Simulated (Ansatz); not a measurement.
Computed with Ansatz on PBE0-D4/def2-TZVP structures; ΔE is electronic, products minus reactants. CCSD(T)/CBS adds triple-zeta CCSD(T) − MP2 to the extrapolated MP2 energy (def2 sets, frozen cores). Functionals use def2-TZVPP. For Se outer-core shells are correlated without core-valence functions, which leaves a few kJ/mol of doubt a bond. Scalar relativity is left out up to krypton. One conformer a species, not always the lowest.

Consider the formal exchange of groups at the Se–C bond: `NC(F)[SeH]` + `CO[SiH2]F` → `F[SiH2]OC[SeH]` + `NCF`.

| level | ΔE (kJ/mol) |
| --- | --- |
| CAM-B3LYP | -16.1 |
| HF/def2-TZVPP | -17.7 |

Q: What does CCSD(T)/CBS give? (Best estimate.)

A: Ansatz gave: -19.7 kJ/mol. The listed levels differ from it by 3.6, 2.0 kJ/mol.

Largest T1 diagnostic among the species: 0.011.

The D4 term adds −3.5 kJ/mol with B3LYP and −2.0 kJ/mol with PBE0; it sums over pairs of atoms, weighted by their polarisabilities, and B3LYP, whose exchange is more repulsive, gets the larger term. Leaving LDA and LC-ωPBE aside and taking each functional with its dispersion term where it has one, the values, not all of them listed here, spread over 5.9 kJ/mol, from BHLYP-D4 to B97M-V.

B3LYP here is the variant with VWN-RPA as its local correlation; programs differ in this.
